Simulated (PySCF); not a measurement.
C$_{6}$H$_{18}$NSi, charge +1, singlet, geometry from GFN2-xTB; SVWN5/STO-3G run with PySCF.

PySCF was given this input:
```python
from pyscf import gto, scf, dft

mol = gto.Mole()
mol.atom = '''
    C    -2.44158447   -0.47259998   -0.84144908
    C    -1.38377505    0.42128854   -0.20783463
    C    -1.73863077    0.73716648    1.23735969
    N    -0.03310401   -0.22980527   -0.36168150
    Si    0.45371572   -1.41503465    1.02917220
    C     1.01927492    0.72867460   -0.84438929
    C     2.24028155   -0.02599562   -1.35083361
    C     1.41401906    1.74508257    0.21320984
    H    -2.51594642   -1.42669558   -0.32556153
    H    -2.22926365   -0.65454190   -1.89371515
    H    -3.41231782    0.01209833   -0.78351925
    H    -1.34826911    1.36166465   -0.76867485
    H    -0.96095528    1.30642068    1.73599187
    H    -1.94130553   -0.16588165    1.80803622
    H    -2.64395264    1.33976029    1.24706630
    H    -0.15384152   -0.86414291   -1.15599135
    H     0.78441183   -0.58117691    2.16992428
    H     1.55508762   -2.16694785    0.44665064
    H    -0.74176644   -2.23455858    1.16638405
    H     0.57543820    1.26319539   -1.69410042
    H     2.83759342   -0.41669568   -0.53146549
    H     2.86826675    0.65667093   -1.91753761
    H     1.96260827   -0.84267222   -2.01428777
    H     2.15213112    2.41998132   -0.21254861
    H     0.56953383    2.34730385    0.53387949
    H     1.86474402    1.26364066    1.07645148
'''
mol.basis = 'sto-3g'
mol.charge = 1
mol.verbose = 4
mol.build()

mf = dft.RKS(mol)
mf.xc = 'lda,vwn'
mf.kernel()
mf.analyze()
```

Question: Write the output that PySCF gives for this input, abridged.

Answer: 
```
PySCF version 2.14.0

[INPUT] verbose = 4
[INPUT] num. atoms = 26
[INPUT] num. electrons = 74
[INPUT] charge = 1
[INPUT] spin (= nelec alpha-beta = 2S) = 0
[INPUT] symmetry False subgroup None
[INPUT] Mole.unit = angstrom
[INPUT] Symbol           X                Y                Z      unit          X                Y                Z       unit  Magmom
[...]
nuclear repulsion = 520.219536198675
number of shells = 44
number of NR pGTOs = 186
number of NR cGTOs = 62
basis = sto-3g
ecp = {}

******** <class 'pyscf.dft.rks.RKS'> ********
method = RKS
initial guess = minao
damping factor = 0
level_shift factor = 0
DIIS = <class 'pyscf.scf.diis.CDIIS'>
diis_start_cycle = 1
diis_space = 8
diis_damp = 0
SCF conv_tol = 1e-09
SCF conv_tol_grad = None
SCF max_cycles = 50
direct_scf = True
direct_scf_tol = 1e-13
XC library pyscf.dft.libxc version 7.1.2
    S. Lehtola, C. Steigemann, M. J. T. Oliveira, and M. A. L. Marques,  SoftwareX 7, 1–5 (2018)
XC functionals = lda,vwn
    P. A. M. Dirac,  Math. Proc. Cambridge Philos. Soc. 26, 376 (1930)
    F. Bloch,  Z. Phys. 57, 545 (1929)
    S. H. Vosko, L. Wilk, and M. Nusair,  Can. J. Phys. 58, 1200 (1980)
radial grids:
    Treutler-Ahlrichs [JCP 102, 346 (1995); DOI:10.1063/1.469408] (M4) radial grids

becke partition: Becke, JCP 88, 2547 (1988); DOI:10.1063/1.454033
pruning grids: <function nwchem_prune>
grids dens level: 3
symmetrized grids: False
atomic radii adjust function: <function treutler_atomic_radii_adjust>
small_rho_cutoff = 0
Set gradient conv threshold to 3.16228e-05
Initial guess from minao.
tot grids = 294336
init E= -573.02597318731
[...]
cycle= 1 E= -572.721659623553  delta_E= 0.304  |g|= 0.371  |ddm|= 5.89
[...]
cycle= 2 E= -572.716954803809  delta_E= 0.0047  |g|=  0.4  |ddm|= 1.06
[...]
cycle= 3 E= -572.766202300978  delta_E= -0.0492  |g|= 0.0309  |ddm|= 0.541
[...]
cycle= 4 E= -572.76648902237  delta_E= -0.000287  |g|= 0.0093  |ddm|= 0.0555
[...]
cycle= 5 E= -572.766516119234  delta_E= -2.71e-05  |g|= 0.00188  |ddm|= 0.0143
[...]
cycle= 6 E= -572.766517103017  delta_E= -9.84e-07  |g|= 0.000674  |ddm|= 0.00301
[...]
cycle= 7 E= -572.766517236667  delta_E= -1.34e-07  |g|= 0.000173  |ddm|= 0.00105
[...]
cycle= 8 E= -572.7665172457  delta_E= -9.03e-09  |g|= 2.85e-05  |ddm|= 0.000262
[...]
cycle= 9 E= -572.766517245976  delta_E= -2.76e-10  |g|= 2.81e-06  |ddm|= 4.52e-05
[...]
Extra cycle  E= -572.766517245977  delta_E= -1.36e-12  |g|= 2.64e-06  |ddm|= 8.58e-06
converged SCF energy = -572.766517245977
**** SCF Summaries ****
Total Energy =                        -572.766517245977411
Nuclear Repulsion Energy =             520.219536198674632
One-electron Energy =                -1808.705638920680485
Two-electron Energy =                  715.719585476028442
Two-electron Coulomb Energy =          778.605200891897084
DFT Exchange-Correlation Energy =      -62.885615415868607
HOMO-LUMO gap [eV] =                     9.970894420514826
**** MO energy ****
[...]
 ** Mulliken pop on meta-lowdin orthogonal AOs  **
 ** Mulliken pop  **
 ** Mulliken atomic charges  **
charge of    0C =     -0.19348
charge of    1C =      0.03293
charge of    2C =     -0.19480
charge of    3N =     -0.08328
charge of    4Si =      0.53669
charge of    5C =      0.03569
charge of    6C =     -0.19439
charge of    7C =     -0.19266
charge of    8H =      0.07530
charge of    9H =      0.07547
charge of   10H =      0.09798
charge of   11H =      0.08656
charge of   12H =      0.07791
charge of   13H =      0.07551
charge of   14H =      0.09669
charge of   15H =      0.19987
charge of   16H =     -0.03283
charge of   17H =     -0.03897
charge of   18H =     -0.04125
charge of   19H =      0.08431
charge of   20H =      0.07739
charge of   21H =      0.09758
charge of   22H =      0.07316
charge of   23H =      0.09609
charge of   24H =      0.07832
charge of   25H =      0.07422

WARN: System has nonzero charge 1; the dipole moment is origin-dependent.
Location of origin: [0. 0. 0.]

Dipole moment(X, Y, Z, Debye):  0.08566, -1.27132, -0.59124
```
